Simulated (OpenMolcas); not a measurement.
A calculation on P IV.

```json
{
 "Program": "OpenMolcas 26.06",
 "Method": "MS-CASPT2, IPEA 0.25 Eh, imaginary shift 0.1 Eh (closed shells correlated: 2s 2p)",
 "Basis": "ANO-RCC-VQZP [6s5p3d2f1g]",
 "Scalar Hamiltonian": "DKH2, point nucleus",
 "Active space": "2 electrons in 8 orbitals (3s 3p 4s 4p)",
 "State averaging": "2S+1 = 3 even, 3 roots; 2S+1 = 1 even, 7 roots; 2S+1 = 3 odd, 3 roots; 2S+1 = 1 odd, 3 roots",
 "Spin-orbit coupling": "RASSI with atomic mean-field integrals over the reference wave functions, term energies averaged over their components"
}
```

Question: Which level of the active space comes out lowest?

Answer: 3s² ¹S₀, with 100 % of that term; it is also the measured ground level.

Question: How high does 3s 3p ³P°₀ lie?

Answer: 67547 cm⁻¹ above the lowest level; measured 67918 cm⁻¹ above the ground level, so the calculation is off by -1 %.

Question: How high does 3p² ³P₂ lie?

Answer: 166017 cm⁻¹ above the lowest level; measured 165654 cm⁻¹ above the ground level, so the calculation is off by 0 %.

Question: How high does 3s 3p ¹P°₁ lie?

Answer: 107273 cm⁻¹ above the lowest level.

Question: The level at 165055 cm⁻¹ has J = 2. What is it made of, and what is its g factor?

Answer: 91 % 3p² ¹D₂, 9 % 3p² ³P; g = 1.045, against 1.000 from Landé's formula for the pure leading term.

Measured values: Martin, Zalubas and Musgrove, J. Phys. Chem. Ref. Data 14, 751 (1985).

Over all roots computed the reference weight is 0.90 to 1.00; the roots of lowest weight are the least certain, and an intruder state may touch them. Some levels mix across a computed gap that differs much from the measured one, so their mixing is not that of the real levels. Active for correlation alone: 4p 4s; no level in the range computed is led by a configuration that fills them, so any true level of that kind is missing. The ¹D term of p² mixes with s d, which this space lacks. Measured partners are found by configuration, term and J. A level has none where our copy of the source lacks it or the pairing is in doubt (some pairs that miss far off the trend of their configuration count as doubtful), and it then counts in no deviation. Only configurations of the active space appear.

° marks odd parity.
